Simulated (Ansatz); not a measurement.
Program: Ansatz. Geometries: PBE0-D4/def2-TZVP. ΔE: electronic, gas phase. CCSD(T)/CBS adds triple-zeta CCSD(T) − MP2 to the extrapolated MP2 energy (def2 sets, frozen cores). This one scheme is used for every species. Functionals use def2-TZVPP. Triplets are unrestricted, without spin–orbit coupling. For Se outer-core shells are correlated without core-valence functions, which leaves a few kJ/mol of doubt a bond. Scalar relativity is left out up to krypton. Each species was taken in one conformer, which may not be the lowest.

`C/C=C(\F)[SeH]` → `[CH2]` (triplet) + `C=C(F)[SeH]`  (formal loss of a carbene)

CCSD(T)/CBS gives +446.9 kJ/mol.

Task: Another level gave +435.7 kJ/mol. Which?
A. r2SCAN-D4/def2-TZVPP
B. ωB97X-V/def2-TZVPP
C. HF/def2-TZVPP
D. CCSD(T)/def2-TZVPP

Result: D. CCSD(T)/def2-TZVPP 435.7, r2SCAN-D4 424.7, ωB97X-V 457.7, HF/def2-TZVPP 299.6 kJ/mol.

Largest T1 diagnostic among the species: 0.011.

In def2-TZVPP, CCSD(T) changes the Hartree–Fock value by +136.0 kJ/mol (the triples alone add +11.2 kJ/mol) and MP2 by +149.7 kJ/mol. From PBE to PBE0 (25 % exact exchange), in def2-TZVPP and without D4, ΔE moves by −7.2 kJ/mol.
